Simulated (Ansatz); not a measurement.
Complex (SMILES): N#N (N2) with S (H2S), atoms 1 to 2 the first; geometry from B3LYP-D3(BJ)/def2-TZVP, monomers rigid:
```xyz
5

N      0.5569     0.0216    -0.1918
N      0.4057    -0.6429     0.6599
S     -1.8739     2.6331    -1.4786
H     -0.7246     1.9720    -1.6881
H     -1.2906     3.5002    -0.6354
```

The counterpoise-corrected interaction energy at MP2 with Ansatz (a first-principles code), in kcal/mol, split into its Hartree-Fock and correlation parts. Cores are frozen. No added dispersion term, no relativity. Functions are those of the species that has most. These sets lack the diffuse functions that weak bonds need.

```csv
basis,X,functions,Hartree-Fock,MP2
cc-pV(D+d)Z,2,61,0.25,-0.32
cc-pV(T+d)Z,3,127,0.34,-0.49
cc-pV(Q+d)Z,4,234,0.36,-0.60
cc-pV(5+d)Z,5,392,0.36,-0.65
```

Worked estimate of the basis-set limit from each neighbouring pair, with Hartree-Fock from the larger set and the correlation part extrapolated as X^-3.
Correlation parts: X = 2: -0.57, X = 3: -0.83, X = 4: -0.96, X = 5: -1.01.
- (2,3): (27·(-0.83) - 8·(-0.57))/19 = -0.94; with Hartree-Fock 0.34 the estimate is -0.60 kcal/mol.
- (3,4): (64·(-0.96) - 27·(-0.83))/37 = -1.05; with Hartree-Fock 0.36 the estimate is -0.69 kcal/mol.
- (4,5): (125·(-1.01) - 64·(-0.96))/61 = -1.06; with Hartree-Fock 0.36 the estimate is -0.70 kcal/mol.
The last two estimates differ by 0.01 kcal/mol; the largest set lies 0.05 from the last. Over the last step Hartree-Fock moves by 0.00 and the correlation part by -0.05.
